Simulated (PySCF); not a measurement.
Species: C3H7N2PSi.
Atom-mapped SMILES: `[CH:1]#[C:2][Si@@:3]([NH2:4])([PH2:5])[N:6]=[CH2:7]` (hydrogens: H8 on C1; H9, H10 on N4; H11, H12 on P5; H13, H14 on C7)

Structure used (GFN2-xTB), in Å, numbered top down from 1:
```
atom  x, y, z in Å
C1     0.9038    1.0318    2.5180
C2     0.6348    0.4209    1.5179
Si3    0.1875   -0.4804   -0.0543
N4     1.4205   -1.4768   -0.7203
P5    -1.5186   -1.8713    0.4296
N6    -0.2221    0.5663   -1.3693
C7    -0.5700    1.7641   -1.4201
H8     1.1435    1.5535    3.4003
H9     1.6292   -2.3493   -0.2655
H10    2.2582   -1.0540   -1.0827
H11   -2.0252   -1.8775   -0.8560
H12   -2.3798   -0.8612    0.8247
H13   -0.8453    2.1912   -2.3816
H14   -0.6173    2.4422   -0.5630
```

Theory: PySCF, TDDFT wB97X-D/def2-SVPD, vertical, gas phase, core orbitals frozen in the response.

Frontier orbitals with the atoms that hold most of them (Löwdin shares over 4%, at most four atoms; ? is withheld):

```tsv
orbital	ε (eV)	atoms
HOMO-3	-10.30	C2 36%, C1 35%, P5 13%, Si3 5%
HOMO-2	-9.61	N4 55%, C2 11%, C1 9%, Si3 7%
HOMO-1	-9.21	?
HOMO	-8.86	?
LUMO	0.71	C7 36%, N6 28%, P5 8%, Si3 8%
LUMO+1	1.65	C1 27%, C2 25%, Si3 15%, P5 11%
LUMO+2	1.72	C1 26%, C2 24%, Si3 15%, N6 7%
```

**Question.** Which atoms hold the HOMO-1, and with what shares?

**Answer.** P5 (bonded to Si and 2 H) 45%; N6 (bonded to C and Si) 20%; Si3 (bonded to C, 2 N and P) 9%; C7 (bonded to N and 2 H) 7%.

**Question.** Give the leading atoms of the HOMO.

**Answer.** N6 (bonded to C and Si) 41%; P5 (bonded to Si and 2 H) 15%; C7 (bonded to N and 2 H) 12%; Si3 (bonded to C, 2 N and P) 7%.

**Question.** How does S1 compare with the orbital gap of 9.56 eV?

**Answer.** S1 is at 3.97 eV (f = 0.0004), 5.60 eV below the gap, made of HOMO→LUMO (71%), HOMO-1→LUMO (19%). 

Next come S2 at 5.99 eV (f 0.034), HOMO-2→LUMO (22%), HOMO→LUMO (12%), HOMO→LUMO+2 (12%); S3 at 6.13 eV (f 0.082), HOMO-1→LUMO (32%), HOMO-2→LUMO+1 (10%), HOMO-4→LUMO+1 (10%); S4 at 6.21 eV (f 0.057), HOMO-3→LUMO+2 (23%), HOMO-2→LUMO (16%), HOMO→LUMO+2 (15%); S5 at 6.25 eV (f 0.027), HOMO-3→LUMO+1 (18%), HOMO-1→LUMO (14%), HOMO→LUMO+2 (12%).

Löwdin shares depend on the basis, the more so with diffuse functions.

One conformer stands for the species.
